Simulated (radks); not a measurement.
Results of a calculation; reference values are marked as such.
Effect of the nuclear size on the gold ion Au2+, [Xe] 4f14 5d9. Code: a radial shooting solver on a logarithmic mesh with Libxc functionals. Model: Dirac Kohn-Sham, LDA (Slater exchange, Perdew-Wang correlation), spin-unpolarised, spherical densities, finite nucleus; open shells are shared between the two j in proportion to 2j + 1; Fermi nuclear charge, rms radius 5.4371 fm. The rms radius is varied about that value; shifts are against it.

rms radius (fm)  total energy shift (eV)  density at nucleus (e/bohr^3)  1s1/2 shift (meV)  2s1/2 shift (meV)  5s1/2 shift (meV)  5p1/2 shift (meV)  5d5/2 shift (meV)  6s1/2 (empty) shift (meV)  6p1/2 (empty) shift (meV)
4.5617                             -28.9                       2.29e+06             -11600              -1710              -19.9             -0.465              0.170                      -2.61                     -0.132
5.0674                             -12.6                      2.195e+06              -5050               -745              -8.64             -0.203              0.074                      -1.14                     -0.058
5.4371                                 0                      2.134e+06              0.000              0.000              0.000              0.000              0.000                      0.000                      0.000
5.8449                              14.5                      2.073e+06               5810                858               9.95              0.235             -0.085                       1.31                      0.066
6.7094                              47.2                      1.962e+06              19000               2800               32.4              0.769             -0.278                       4.27                      0.217

Slopes of the eigenvalues against <r^2> in GHz/fm^2, as finite differences over the two radii next to the reference (eigenvalue slopes, not the field-shift constants of lines): 1s1/2 309000, 2s1/2 45700, 5s1/2 530, 5p1/2 12.5, 5d5/2 -4.54, 6s1/2 (empty) 69.8, 6p1/2 (empty) 3.54.
